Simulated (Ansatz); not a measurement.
Ansatz (a quantum-chemistry and plane-wave program) input (CCSD(T)/def2-SVPD):

Ansatz 0.2 input:
```yaml
crystal:
  periodic: [false, false, false]
  atoms:
    - {symbol: Sr, position_ang: [-0.11955528, -0.42421036, -0.45772229]}
    - {symbol: F, position_ang: [0.12207594, 1.64112377, 0.30935921]}
    - {symbol: F, position_ang: [0.38271300, 0.14998662, 1.62324603]}
basis:
  gaussian:
    orbitals: def2-SVPD
total_charge: 1
magnetization: {spin_polarized: true, initial_magnetization: 1}
correlation: {method: ccsd_t, electrons: outside_noble_gas}
output: {forces: true}
```

End of the output:

```
cycle  12  -11.28361969 eV  change    1.1e-5 eV  update   3.0e-5
cycle  13  -11.28363545 eV  change   -1.6e-5 eV  update   1.1e-5
cycle  14  -11.28363115 eV  change    4.3e-6 eV  update   4.5e-6
cycle  15  -11.28362683 eV  change    4.3e-6 eV  update   1.9e-6
cycle  16  -11.28362556 eV  change    1.3e-6 eV  update   7.4e-7
cycle  17  -11.28362568 eV  change   -1.2e-7 eV  update   3.3e-7
perturbative correction -0.25788983 eV, -0.0094772764 hartree
WARN: these amplitudes may be one of several solutions (largest doubles amplitude 0.03, level shift 3.07 eV)
the calculation of the forces begins
densities: 0.54 GiB planned
Total energy: -6239.23528170 eV, -229.2876674970 hartree
Atom 0 at    -0.119555    -0.424210    -0.457722 Å, force    -0.213067    -0.756011    -0.815734 eV/Å
Atom 1 at     0.122076     1.641124     0.309359 Å, force     0.116202     0.322690     0.456607 eV/Å
Atom 2 at     0.382713     0.149987     1.623246 Å, force     0.096865     0.433320     0.359127 eV/Å
Dipole moment:    -0.358830    -1.273214    -1.373795 e Å
```

The program attaches cautions to this result: other roots.
